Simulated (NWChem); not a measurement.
# ZrO; SMILES [O]=[Zr]

Results from NWChem. Structure relaxed at the PBE0-D3(BJ)/def2-TZVP level. def2 effective core potentials on Zr; no spin-orbit coupling. Static field.

Q: What does the run give for BHandHLYP/def2-SVPD? Quantities: isotropic polarisability (bohr³); anisotropy (bohr³).

A: 
- isotropic polarisability (bohr³) = 100.5
- anisotropy (bohr³) = 16.2
